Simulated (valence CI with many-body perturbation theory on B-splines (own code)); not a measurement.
**Forbidden lines of Cu IX**

Method: valence CI with perturbative core correlation (CI+MBPT): three valence electrons over a frozen Dirac-Fock core [Ar], radial functions for each j: 9 s, 9 p, 10 d, 8 f, 5 g, 3 h, 1 i, with the one-electron correlation potential Σ1 (screened to all orders), the two-electron term Σ2, the three-electron term Σ3, Breit, model QED; selected single and double excitations, second order for the rest, scaled by the run's own slope (own B-spline code, finite nucleus).

No measured spectrum was set against this ion. As an estimate, terms of the open shell hold to 2 to 4 % of their energy, and close levels can change places; different configurations can be misplaced against each other by 1,000 to 8,000 cm⁻¹. Core correlation moves these levels by up to 2700 cm⁻¹, and in measured spectra 5 to 20 % of such shifts remained as error; rates that hang on mixing are uncertain with them. The list stops below the first excitations out of the core. Only levels of the ground parity were solved; by the run's estimate the other parity begins above the list, which can be wrong where configurations are misplaced.

Lines 1 to 50 of 91 in falling wavelength, among levels below 427530 cm⁻¹, chosen from the decays that carry over 1 % of a level's rate. Wavelengths and rates use the calculated energies, so an error of 2000 cm⁻¹ moves a line at 2259 nm by 45 % and its rate by three times that or more. Electric multipoles are in the length gauge, E1 and E2 with the static RPA response of the core. Weak lines are less certain than strong ones. Lines between different terms over intervals too small for the method are left out, as are lines whose strength nearly cancels. Intervals below about 2000 cm⁻¹, as at the head of this list, are uncertain by tens of per cent. The highest levels of a list are the least certain. Branching is blank where the lifetime is uncertain.

Names give the largest LS component (configuration and term), which can be under half, so a name can repeat, a term be missing and a line seem to break the LS rules; names also repeat where a configuration has a term twice. Letters in brackets count levels of one name in rising energy.

```tsv
λ vac (nm)	Upper	Lower	Type	A (s⁻¹)	Branch %
8049	3d3 4F_5/2	3d3 4F_3/2	M1	8.28e-02	100.0
6279	3d3 4F_7/2	3d3 4F_5/2	M1	1.75e-01	100.0
5533	3d3 4P_5/2	3d3 4P_3/2	M1	8.99e-02	35.4
5415	3d3 4F_9/2	3d3 4F_7/2	M1	1.70e-01	100.0
2259	3d3 2D_3/2 [b]	3d3 2P_1/2	M1	4.05e-01	4.1
2222	3d3 2D_5/2 [a]	3d3 2D_3/2 [a]	M1	5.18e-01	5.6
1878	3d3 2D_3/2 [b]	3d3 2D_3/2 [a]	M1	1.17e+00	12.0
1255	3d3 2D_3/2 [a]	3d3 4P_5/2	M1	4.52e-01	4.5
1075	3d3 2H_9/2	3d3 2G_9/2	M1	1.35e+00	52.4
1023	3d3 2D_3/2 [a]	3d3 4P_3/2	M1	1.49e+00	15.0
995.5	3d3 2D_3/2 [a]	3d3 4P_1/2	M1	6.25e-01	6.3
986.5	3d3 2H_11/2	3d3 2G_9/2	M1	8.28e-01	96.9
932.9	3d3 2H_9/2	3d3 2G_7/2	M1	9.59e-01	37.3
913.7	3d3 2P_1/2	3d3 4P_1/2	M1	2.68e+00	98.1
802.1	3d3 2D_5/2 [a]	3d3 4P_5/2	M1	4.20e-01	4.5
752.3	3d3 2D_3/2 [b]	3d3 4P_5/2	M1	1.40e+00	14.3
650.6	3d3 2D_3/2 [b]	3d3 4P_1/2	M1	1.29e-01	1.3
444.4	3d3 2F_7/2	3d3 2D_5/2 [a]	M1	6.86e-02	1.3
429.0	3d3 2F_5/2	3d3 2D_5/2 [a]	M1	1.94e-01	5.1
427.1	3d3 2F_7/2	3d3 2H_11/2	E2	7.17e-02	1.3
423.1	3d3 2G_7/2	3d3 4F_9/2	M1	7.51e-02	2.1
423.1	3d3 4P_5/2	3d3 4F_9/2	E2	6.52e-02	25.6
422.4	3d3 4P_3/2	3d3 4F_7/2	E2	4.50e-02	17.7
400.0	3d3 4P_1/2	3d3 4F_5/2	E2	4.70e-02	32.3
399.2	3d3 2G_9/2	3d3 4F_9/2	M1	3.96e+00	69.2
399.0	3d3 2F_5/2	3d3 2H_9/2	E2	1.04e-01	2.7
395.7	3d3 4P_3/2	3d3 4F_5/2	M1	5.05e-02	19.9
395.7	3d3 4P_3/2	3d3 4F_5/2	E2	4.52e-02	17.8
392.4	3d3 2G_7/2	3d3 4F_7/2	M1	1.74e+00	48.6
392.4	3d3 4P_5/2	3d3 4F_7/2	M1	3.62e-02	14.2
392.4	3d3 4P_5/2	3d3 4F_7/2	E2	3.04e-02	12.0
381.1	3d3 4P_1/2	3d3 4F_3/2	E2	9.20e-02	63.2
381.1	3d3 4P_1/2	3d3 4F_3/2	M1	6.56e-03	4.5
377.2	3d3 4P_3/2	3d3 4F_3/2	M1	9.34e-02	36.8
377.2	3d3 4P_3/2	3d3 4F_3/2	E2	1.92e-02	7.5
371.8	3d3 2G_9/2	3d3 4F_7/2	M1	1.73e+00	30.2
369.4	3d3 2G_7/2	3d3 4F_5/2	M1	1.76e+00	49.3
369.3	3d3 4P_5/2	3d3 4F_5/2	M1	1.91e-02	7.5
369.3	3d3 4P_5/2	3d3 4F_5/2	E2	9.14e-03	3.6
359.6	3d3 2F_5/2	3d3 2D_3/2 [a]	M1	5.60e-02	1.5
353.1	3d3 4P_5/2	3d3 4F_3/2	M1	3.07e-03	1.2
298.1	3d3 2F_7/2	3d3 2G_9/2	M1	6.92e-01	12.7
298.1	3d3 2F_7/2	3d3 2G_9/2	E2	1.64e-01	3.0
291.1	3d3 2H_9/2	3d3 4F_9/2	M1	1.65e-01	6.4
287.2	3d3 2D_5/2 [b]	3d3 2F_5/2	M1	4.14e+00	8.9
286.0	3d3 2F_7/2	3d3 2G_7/2	M1	1.73e+00	31.7
285.4	3d3 2D_3/2 [a]	3d3 4F_5/2	M1	4.49e+00	45.1
284.2	3d3 2H_11/2	3d3 4F_9/2	M1	1.95e-02	2.3
281.4	3d3 2D_3/2 [c]	3d3 2F_5/2	M1	2.64e+00	
281.4	3d3 2D_3/2 [c]	3d3 2F_5/2	E2	7.26e-01
```
